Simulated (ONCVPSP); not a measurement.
How hard is this Ag ONCV potential?

| Quantity | Value |
| --- | --- |
| Element | Ag (Z = 47) |
| Generator | ONCVPSP 4.0.1 |
| Type | optimised norm-conserving Vanderbilt (ONCV) |
| Functional | PBEsol |
| Relativity | scalar-relativistic |
| Frozen core | [Ar] 3d10 |
| Valence charge | 19 |
| Reference configuration | 4s2 4p6 4d8 (charge +3) |
| Partial waves | 4s: rc 1.30 bohr, ncon 3, nbas 8, qcut 10.2 1/bohr, 2 projectors, debl 1.9 Ha; 4p: rc 1.20 bohr, ncon 4, nbas 8, qcut 12.8 1/bohr, 3 projectors, debl 1.3 Ha; 4d: rc 1.10 bohr, ncon 3, nbas 7, qcut 9.7 1/bohr, 2 projectors, debl 0.6 Ha |
| Local potential | polynomial inside 0.90 bohr (lpopt 5, dvloc0 0 Ha) |
| Core correction | none |

In the s channel the program set the typed energies aside and used -4.909, 0.250 Ha. In the p channel the program set the typed energies aside and used -3.556, 0.250, 1.550 Ha. In the d channel the program set the typed energies aside and used -1.607, 0.250 Ha.

Problem. For each optimised wave give the share of its norm inside rc, the residual kinetic energy above qcut (Ha) and the cutoffs (Ha) for errors of 10, 1, 0.1 and 0.01 mHa per electron.

Solution.

```
         wave  norm inside rc  residual KE  10 mHa  1 mHa  0.1 mHa  0.01 mHa
           4s           0.897      5.4e-07    28.7   35.9     41.5      46.3
s projector 2           0.019      1.8e-07    20.2   30.3     37.9      43.7
           4p           0.757      7.1e-08    38.9   51.2     60.9      68.4
p projector 2           0.022      1.5e-08    13.5   41.0     53.5      63.3
p projector 3           0.020      4.1e-08    14.9   42.3     54.7      64.0
           4d           0.439      1.9e-05    27.7   35.7     42.3      53.0
d projector 2           0.036      1.0e-05    21.1   30.6     39.3      47.2
```

The occupied waves need 51 Ha and 61 Ha for 1 and 0.1 mHa.
